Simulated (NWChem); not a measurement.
System: aniline (C6H7N); SMILES c1cccc(N)c1

Parts of the log:

```
             Northwest Computational Chemistry Package (NWChem) 7.3.0
             --------------------------------------------------------

                             Geometry "geometry" -> ""
                             -------------------------

 Output coordinates in angstroms (scale by  1.889725989 to convert to a.u.)

  No.       Tag          Charge          X              Y              Z
 ---- ---------------- ---------- -------------- -------------- --------------
    1 N                    7.0000    -0.05591300     2.32538300     0.00000000
    2 C                    6.0000    -0.00667000     0.94510400     0.00000000
    3 C                    6.0000    -0.00578800     0.22236300     1.20617500
    4 C                    6.0000    -0.00512800    -1.16866700     1.20008600
    5 C                    6.0000    -0.00470500    -1.87953700     0.00000000
    6 C                    6.0000    -0.00512800    -1.16866700    -1.20008600
    7 C                    6.0000    -0.00578800     0.22236300    -1.20617500
    8 H                    1.0000     0.25434500     2.78743600    -0.84439100
    9 H                    1.0000     0.25434500     2.78743600     0.84439100
   10 H                    1.0000    -0.00980400     0.76492200     2.15603700
   11 H                    1.0000    -0.00334600    -1.70500700     2.15279400
   12 H                    1.0000    -0.00319400    -2.97139400     0.00000000
   13 H                    1.0000    -0.00334600    -1.70500700    -2.15279400
   14 H                    1.0000    -0.00980400     0.76492200    -2.15603700

 Effective nuclear repulsion energy (a.u.)     271.3206142199

                              NWChem Property Module
                              ----------------------

  itol2e modified to match energy
  convergence criterion.

                                 NWChem DFT Module
                                 -----------------

 Summary of "ao basis" -> "ao basis" (spherical)
 ------------------------------------------------------------------------------
       Tag                 Description            Shells   Functions and Types
 ---------------- ------------------------------  ------  ---------------------
 N                          def2-svp                 6       14   3s2p1d
 C                          def2-svp                 6       14   3s2p1d
 H                          def2-svp                 3        5   2s1p

  itol2e modified to match energy
  convergence criterion.

            General Information
            -------------------
          SCF calculation type: DFT
          Wavefunction type:  closed shell.
          No. of atoms     :    14
          No. of electrons :    50
           Alpha electrons :    25
            Beta electrons :    25
          Charge           :     0
          Spin multiplicity:     1
          Use of symmetry is: off; symmetry adaption is: off
          Maximum number of iterations: 150
          AO basis - number of functions:   133
                     number of shells:    63
          Convergence on energy requested:  1.00D-07
          Convergence on density requested:  1.00D-05
          Convergence on gradient requested:  5.00D-04

              XC Information
              --------------
                     Hartree-Fock (Exact) Exchange  1.000
                   CAM-Becke88 Exchange Functional  1.000
                      VWN V Correlation Functional  0.190 local
              Lee-Yang-Parr Correlation Functional  0.810

           Range-Separation Parameters
           ---------------------------
           Alpha           :  0.19
           Beta            :  0.46
           Gamma           :  0.33
           Short-Range HF  :     F

             Grid Information
             ----------------
          Grid used for XC integration:  fine
          Radial quadrature: Mura-Knowles
          Angular quadrature: Lebedev.
          Tag              B.-S. Rad. Rad. Pts. Rad. Cut. Ang. Pts.
          ---              ---------- --------- --------- ---------
          N                   0.65       70          13.0       590
          C                   0.70       70          12.0       590
          H                   0.35       60          14.0       590
          Grid pruning is: on
          Number of quadrature shells:   910
          Spatial weights used:  Erf1

      Superposition of Atomic Density Guess
      -------------------------------------

 Sum of atomic energies:        -283.48799783

      Non-variational initial energy
      ------------------------------

 Total energy =    -288.554280
 1-e energy   =    -917.611499
 2-e energy   =     357.736605
 HOMO         =      -0.240407
 LUMO         =      -0.010466

   convergence    iter        energy       DeltaE   RMS-Dens  Diis-err
 ---------------- ----- ----------------- --------- --------- ---------
 d= 0,ls=0.0,diis     1   -287.1660881725 -5.58D+02  6.81D-03  5.32D-01
 d= 0,ls=0.0,diis     2   -287.2277059488 -6.16D-02  2.24D-03  6.41D-02
 d= 0,ls=0.0,diis     3   -287.2309398977 -3.23D-03  1.06D-03  3.54D-02
 d= 0,ls=0.0,diis     4   -287.2352130186 -4.27D-03  2.45D-04  1.12D-03
 d= 0,ls=0.0,diis     5   -287.2353473846 -1.34D-04  7.04D-05  1.26D-04
  Resetting Diis
 d= 0,ls=0.0,diis     6   -287.2353632125 -1.58D-05  1.63D-05  4.91D-06
 d= 0,ls=0.0,diis     7   -287.2353637703 -5.58D-07  8.59D-06  4.82D-07
 d= 0,ls=0.0,diis     8   -287.2353637753 -5.07D-09  3.53D-06  5.46D-07

         Total DFT energy =     -287.235363775329
      One electron energy =     -924.083185344243
           Coulomb energy =      407.402521850101
    Exchange-Corr. energy =      -41.875314501047
 Nuclear repulsion energy =      271.320614219860

 Numeric. integr. density =       50.000013693016

                       DFT Final Molecular Orbital Analysis
                       ------------------------------------

 Vector   23  Occ=2.000000D+00  E=-3.744667D-01
              MO Center= -7.0D-02,  2.7D-01, -1.6D-09, r^2= 4.7D+00
   Bfn.  Coefficient  Atom+Function         Bfn.  Coefficient  Atom+Function
  ----- ------------  ---------------      ----- ------------  ---------------
     4      0.367479   1 N  px                7     -0.284740   1 N  px
    60      0.270824   5 C  px               46      0.213960   4 C  px
    74      0.213960   6 C  px               63      0.161445   5 C  px
    18     -0.143903   2 C  px               49      0.132683   4 C  px
    77      0.132683   6 C  px               21     -0.095392   2 C  px

[...]

          -----------------------
          Electric field gradient
          -----------------------

 1 a.u. = 0.324123 10**(16) esu/cm**3  ( or statvolts/cm**2 ) = 0.97174 10**(22) v/m**2

 ------------------------------------------------------------
   Atom      X         Y         Z
 ------------------------------------------------------------
    1 N   -0.10566   4.39434   0.00000
 ------------------------------------------------------------

 Electric field gradient in molecular frame (a.u.)
         XX             YY             ZZ             XY             XZ             YZ
 ------------------------------------------------------------------------------------------
        1.038405      -0.525906      -0.512499      -0.311028       0.000000      -0.000000

 Principal components (a.u.) and orientation
 of principal axis w.r.t. absolute frame                      Asymmetry parameter eta
 --------------------------------------------------------------------------------------
        1.097977      -0.585478      -0.512499                       0.066467

        0.982147       0.188114      -0.000000
       -0.188114       0.982147       0.000000
        0.000000       0.000000       1.000000

 ------------------------------------------------------------
   Atom      X         Y         Z
 ------------------------------------------------------------
    2 C   -0.01260   1.78599   0.00000
 ------------------------------------------------------------

 Electric field gradient in molecular frame (a.u.)
         XX             YY             ZZ             XY             XZ             YZ
 ------------------------------------------------------------------------------------------
       -0.277133      -0.013348       0.290480       0.022413       0.000000      -0.000000

 Principal components (a.u.) and orientation
 of principal axis w.r.t. absolute frame                      Asymmetry parameter eta
 --------------------------------------------------------------------------------------
        0.290480      -0.279024      -0.011457                       0.921119

        0.000000       0.996460       0.084064
       -0.000000      -0.084064       0.996460
        1.000000      -0.000000       0.000000

 ------------------------------------------------------------
   Atom      X         Y         Z
 ------------------------------------------------------------
    3 C   -0.01094   0.42021   2.27934
 ------------------------------------------------------------

 Electric field gradient in molecular frame (a.u.)
         XX             YY             ZZ             XY             XZ             YZ
 ------------------------------------------------------------------------------------------
       -0.135358       0.111981       0.023377      -0.002861       0.001330      -0.014211

 Principal components (a.u.) and orientation
 of principal axis w.r.t. absolute frame                      Asymmetry parameter eta
 --------------------------------------------------------------------------------------
       -0.135400       0.114241       0.021158                       0.687467

        0.999911      -0.012146       0.005567
        0.011139       0.987890       0.154755
       -0.007380      -0.154679       0.987937

 ------------------------------------------------------------
   Atom      X         Y         Z
 ------------------------------------------------------------
    4 C   -0.00969  -2.20846   2.26783
 ------------------------------------------------------------

 Electric field gradient in molecular frame (a.u.)
         XX             YY             ZZ             XY             XZ             YZ
 ------------------------------------------------------------------------------------------
       -0.292465       0.156841       0.135624      -0.001818       0.000416       0.033109

 Principal components (a.u.) and orientation
 of principal axis w.r.t. absolute frame                      Asymmetry parameter eta
 --------------------------------------------------------------------------------------
       -0.292473       0.181003       0.111470                       0.237741

        0.999991      -0.002583       0.003484
        0.004140       0.807839      -0.589389
       -0.001292       0.589398       0.807842

 ------------------------------------------------------------
   Atom      X         Y         Z
 ------------------------------------------------------------
    5 C   -0.00889  -3.55181   0.00000
 ------------------------------------------------------------

 Electric field gradient in molecular frame (a.u.)
         XX             YY             ZZ             XY             XZ             YZ
 ------------------------------------------------------------------------------------------
       -0.188254       0.066244       0.122010      -0.000525      -0.000000       0.000000

 Principal components (a.u.) and orientation
 of principal axis w.r.t. absolute frame                      Asymmetry parameter eta
 --------------------------------------------------------------------------------------
       -0.188255       0.122010       0.066245                       0.296218

        0.999998      -0.000000      -0.002064
        0.002064       0.000000       0.999998
        0.000000       1.000000      -0.000000

 ------------------------------------------------------------
   Atom      X         Y         Z
 ------------------------------------------------------------
    6 C   -0.00969  -2.20846  -2.26783
 ------------------------------------------------------------

 Electric field gradient in molecular frame (a.u.)
         XX             YY             ZZ             XY             XZ             YZ
 ------------------------------------------------------------------------------------------
       -0.292465       0.156841       0.135624      -0.001818      -0.000416      -0.033109

 Principal components (a.u.) and orientation
 of principal axis w.r.t. absolute frame                      Asymmetry parameter eta
 --------------------------------------------------------------------------------------
       -0.292473       0.181003       0.111470                       0.237741

        0.999991      -0.002583      -0.003484
        0.004140       0.807839       0.589389
        0.001292      -0.589398       0.807842

 ------------------------------------------------------------
   Atom      X         Y         Z
 ------------------------------------------------------------
    7 C   -0.01094   0.42021  -2.27934
 ------------------------------------------------------------

 Electric field gradient in molecular frame (a.u.)
         XX             YY             ZZ             XY             XZ             YZ
 ------------------------------------------------------------------------------------------
       -0.135358       0.111981       0.023377      -0.002861      -0.001330       0.014211

 Principal components (a.u.) and orientation
 of principal axis w.r.t. absolute frame                      Asymmetry parameter eta
 --------------------------------------------------------------------------------------
       -0.135400       0.114241       0.021158                       0.687467

        0.999911      -0.012146      -0.005567
        0.011139       0.987890      -0.154755
        0.007380       0.154679       0.987937

 ------------------------------------------------------------
   Atom      X         Y         Z
 ------------------------------------------------------------
    8 H    0.48064   5.26749  -1.59567
 ------------------------------------------------------------

 Electric field gradient in molecular frame (a.u.)
         XX             YY             ZZ             XY             XZ             YZ
 ------------------------------------------------------------------------------------------
        0.180608       0.050295      -0.230902      -0.098271       0.154800       0.213667

 Principal components (a.u.) and orientation
 of principal axis w.r.t. absolute frame                      Asymmetry parameter eta
 --------------------------------------------------------------------------------------
       -0.403387       0.239971       0.163416                       0.189779

       -0.298996       0.941521       0.155373
       -0.458823      -0.284609       0.841712
        0.836710       0.180380       0.517088

 ------------------------------------------------------------
   Atom      X         Y         Z
 ------------------------------------------------------------
    9 H    0.48064   5.26749   1.59567
 ------------------------------------------------------------

 Electric field gradient in molecular frame (a.u.)
         XX             YY             ZZ             XY             XZ             YZ
 ------------------------------------------------------------------------------------------
        0.180608       0.050295      -0.230902      -0.098271      -0.154800      -0.213667

 Principal components (a.u.) and orientation
 of principal axis w.r.t. absolute frame                      Asymmetry parameter eta
 --------------------------------------------------------------------------------------
       -0.403387       0.239971       0.163416                       0.189779

        0.298996       0.941521       0.155373
        0.458823      -0.284609       0.841712
        0.836710      -0.180380      -0.517088

[...]
```

Level: CAM-B3LYP/def2-SVP. The geometry was optimised at PBE0/def2-SVP. NWChem prints the field gradient with the sign opposite to the second derivative of the potential.

Q: Reconstruct the input file.

A: One answer among several that fit: the input that was run:
```
start job
memory heap 200 mb stack 900 mb global 1100 mb
geometry units angstroms noautosym nocenter noautoz
  N     -0.055913     2.325383     0.000000
  C     -0.006670     0.945104     0.000000
  C     -0.005788     0.222363     1.206175
  C     -0.005128    -1.168667     1.200086
  C     -0.004705    -1.879537     0.000000
  C     -0.005128    -1.168667    -1.200086
  C     -0.005788     0.222363    -1.206175
  H      0.254345     2.787436    -0.844391
  H      0.254345     2.787436     0.844391
  H     -0.009804     0.764922     2.156037
  H     -0.003346    -1.705007     2.152794
  H     -0.003194    -2.971394     0.000000
  H     -0.003346    -1.705007    -2.152794
  H     -0.009804     0.764922    -2.156037
end
basis spherical
  * library def2-svp
end
dft
  xc xcamb88 1.00 lyp 0.81 vwn_5 0.19 hfexch 1.00
  cam 0.33 cam_alpha 0.19 cam_beta 0.46
  iterations 150
end
property
  efieldgrad
end
task dft property
```
